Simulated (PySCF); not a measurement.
B(Cl)(SH)2 (BClH2S2), SMILES ClB(S)S.

Geometry: PBE0-D3(BJ)/def2-SVP. The values are those of a single conformer.

Computed with CAM-B3LYP/def2-TZVPD (PySCF).

Gas-phase values at a fixed geometry.

The total energy is -1282.79994 hartree and the point group is C2v. The highest occupied level comes out as -9.14 eV, the lowest empty level comes out as -0.09 eV and the orbital gap is 9.06 eV. The dipole moment is 2.19 D and the quadrupole, principal values (traceless, Buckingham form, about the centre of nuclear charge) is -3.84, -3.46, 7.30 D·Å. The mean static polarisability comes out as 71.0 bohr³ (10.52 Å³) and the polarisability, principal values comes out as 52.6, 78.5, 81.9 bohr³.
